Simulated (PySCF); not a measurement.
Si(Cl)3(OSiH3) (Cl3H3OSi2), SMILES [SiH3]O[Si](Cl)(Cl)Cl. Atoms are numbered in the order given.

```xyz
9

Si    -2.7031     0.2993    -0.6010
O     -1.0916     0.6279    -0.2897
Si     0.3735     0.0430     0.0753
Cl     0.9734    -1.2866    -1.3528
Cl     1.6982     1.5837     0.1653
Cl     0.3183    -0.9118     1.8785
H     -3.3030    -0.3742     0.5852
H     -2.7999    -0.5877    -1.7945
H     -3.3780     1.5981    -0.8601
```

Coordinates come from a PBE0-D3(BJ)/def2-SVP optimisation. Other conformers were not sampled.

The numbers are results of PySCF with TDA-CAM-B3LYP/def2-SVPD, not measurements.

Vertical excitations. Gas-phase values at a fixed geometry.

### Question
Estimate the UV-visible absorptions. (An estimate is asked for; the answer gives what the named calculation found.)

### Answer

```tsv
state	energy (eV)	λ (nm)	f	main pairs
S1	7.72	161	0.000	HOMO→LUMO 69 %, HOMO→LUMO+1 14 %
S2	7.78	159	0.003	HOMO−1→LUMO 74 %, HOMO−3→LUMO+1 12 %
S3	7.85	158	0.006	HOMO−2→LUMO 76 %, HOMO−4→LUMO+1 12 %
S4	8.04	154	0.019	HOMO−3→LUMO 47 %, HOMO−1→LUMO+1 31 %
S5	8.10	153	0.020	HOMO−4→LUMO 46 %, HOMO−2→LUMO+1 33 %
S6	8.63	144	0.067	HOMO−5→LUMO 51 %, HOMO−5→LUMO+1 14 %
S7	8.64	144	0.071	HOMO−6→LUMO 47 %, HOMO−6→LUMO+1 13 %, HOMO−4→LUMO 9 %, HOMO→LUMO+3 9 %
S8	8.74	142	0.000	HOMO→LUMO+1 32 %, HOMO→LUMO+2 20 %, HOMO→LUMO 18 %, HOMO→LUMO+5 10 %
S9	8.76	141	0.125	HOMO−7→LUMO 54 %, HOMO−7→LUMO+1 13 %
S10	8.89	139	0.015	HOMO−1→LUMO+2 45 %, HOMO−3→LUMO 13 %, HOMO−1→LUMO+1 9 %, HOMO−1→LUMO+5 8 %
T1	7.25	171	0	HOMO→LUMO 58 %, HOMO→LUMO+1 17 %
T2	7.33	169	0	HOMO−1→LUMO 63 %, HOMO−3→LUMO+1 17 %
T3	7.39	168	0	HOMO−2→LUMO 65 %, HOMO−4→LUMO+1 16 %
T4	7.52	165	0	HOMO−3→LUMO 46 %, HOMO−1→LUMO+1 30 %
```
Triplets are in the Tamm–Dancoff approximation.
